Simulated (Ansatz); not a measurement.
One change: `O[SiH2][AlH][SiH3]` becomes `O[SiH2][AlH2]`.

Ansatz, PBE0-D4/def2-TZVP geometries, multiplicity 1. Each molecule was computed in one conformer, which needn't be the lowest.

| property | `O[SiH2][AlH][SiH3]` |
| --- | --- |
| LUMO energy (B3LYP/def2-TZVPP) / eV | -2.61 |
| HOMO–LUMO gap (PBE0/def2-TZVPP) / eV | 4.60 |
| HOMO–LUMO gap (B3LYP/def2-TZVPP) / eV | 4.25 |
| LUMO energy (PBE/def2-TZVPP) / eV | -3.18 |
| HOMO energy (PBE/def2-TZVPP) / eV | -5.99 |
| HOMO energy (PBE0/def2-TZVPP) / eV | -7.05 |

(1) What does the change do to each property? (Estimate.)

## Answers

(1) The calculation gave: 
```tsv
property	`O[SiH2][AlH2]`	shift
LUMO energy (B3LYP/def2-TZVPP) / eV	-2.20	0.41
HOMO–LUMO gap (PBE0/def2-TZVPP) / eV	5.40	0.80
HOMO–LUMO gap (B3LYP/def2-TZVPP) / eV	5.03	0.78
LUMO energy (PBE/def2-TZVPP) / eV	-2.78	0.40
HOMO energy (PBE/def2-TZVPP) / eV	-6.31	-0.32
HOMO energy (PBE0/def2-TZVPP) / eV	-7.42	-0.37
```

With PBE0 the HOMO falls by 0.37 eV and the LUMO rises by 0.44 eV, so the gap widens by about 0.81 eV. PBE moves the HOMO by -0.32 eV and ωB97M-V by -0.44 eV.

B3LYP here is the variant with VWN-RPA as its local correlation; programs differ in this.
